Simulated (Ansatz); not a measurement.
Reaction (substitution at a C–O bond): `COCOC` + HI → `COCI` + CH₃OH

Gas-phase electronic energies from Ansatz, PBE0-D4/def2-TZVP geometries. CCSD(T)/CBS adds triple-zeta CCSD(T) − MP2 to the extrapolated MP2 energy (def2 sets, frozen cores). This one scheme is used for every species. DFT in def2-TZVPP. def2 core potentials past Kr. For I outer-core shells are correlated without core-valence functions, which leaves a few kJ/mol of doubt a bond. Each species was taken in one conformer, which may not be the lowest.

CCSD(T)/CBS gives -7.8 kJ/mol.

Question: Another level gave -3.8 kJ/mol. Which?
A. HF/def2-TZVPP
B. ωB97X-V/def2-TZVPP
C. BHLYP-D4/def2-TZVPP
D. r2SCANh-D4/def2-TZVPP

Answer: D. r2SCANh-D4 -3.8, HF/def2-TZVPP 13.3, BHLYP-D4 1.9, ωB97X-V 6.6 kJ/mol.

Largest T1 diagnostic among the species: 0.011.

From BLYP to BHLYP (50 % exact exchange), in def2-TZVPP and without D4, ΔE moves by +16.3 kJ/mol. Leaving LDA and LC-ωPBE aside and taking each functional with its dispersion term where it has one, the values, not all of them listed here, spread over 18.7 kJ/mol, from BLYP-D4 to CAM-B3LYP-D4. LDA lies +14.4 kJ/mol from PBE without D4.
